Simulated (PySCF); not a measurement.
C3H6O3Sn, SMILES C#C[CH2][Sn]([OH])([OH])[OH] (connectivity only; charge and spin as stated), charge -1, multiplicity 2.

Geometry: B3LYP-D3(BJ)/def2-SVPD. The def2 effective core potentials stand for the cores of Sn; spin–orbit coupling is left out. Other conformers were not sampled.

All values below come from B3LYP-D3(BJ)/def2-SVPD (PySCF).

Frequencies are harmonic and unscaled.

Computed normal modes with their intensities:
```csv
mode,ν (cm⁻¹),IR (km/mol),moving atoms (share of kinetic energy)
1,31,0.3,"C 42 %, O 38 %, H 18 %"
2,63,0.6,"C 65 %, Sn 20 %, O 9 %"
3,86,1.7,"O 48 %, C 28 %, Sn 12 %, H 11 %"
4,91,1.8,"O 59 %, C 22 %, H 12 %"
5,118,0.7,"C 64 %, O 16 %, H 12 %"
6,149,7.0,"O 57 %, C 23 %, H 14 %"
7,175,10.4,"O 78 %, H 9 %"
8,189,27.7,"O 72 %, H 14 %, Sn 11 %"
9,293,42.7,"H 91 %, O 9 %"
10,355,3.2,"C 55 %, H 45 %"
11,363,31.1,"H 71 %, C 26 %"
12,388,103.6,"H 85 %, O 13 %"
13,403,19.6,H 88 %
14,443,114.7,"O 85 %, Sn 11 %"
15,481,57.7,"C 61 %, O 22 %, H 15 %"
16,489,151.7,"O 77 %, Sn 13 %"
17,496,68.8,"O 67 %, C 18 %, Sn 10 %"
18,547,11.3,"H 80 %, C 18 %"
19,616,44.1,"H 80 %, C 20 %"
20,747,0.6,"H 86 %, C 12 %"
21,804,42.8,H 92 %
22,811,69.3,"H 90 %, O 10 %"
23,841,79.6,"H 90 %, O 9 %"
24,1039,4.2,"C 81 %, H 19 %"
25,1045,1.5,"H 73 %, C 27 %"
26,1422,1.4,"H 85 %, C 15 %"
27,2102,130.7,C 92 %
28,3099,6.0,H 95 %
29,3187,2.7,"H 90 %, C 10 %"
30,3467,82.5,"H 87 %, C 13 %"
31,3804,14.8,H 94 %
32,3820,5.4,H 94 %
33,3834,15.0,H 94 %
```
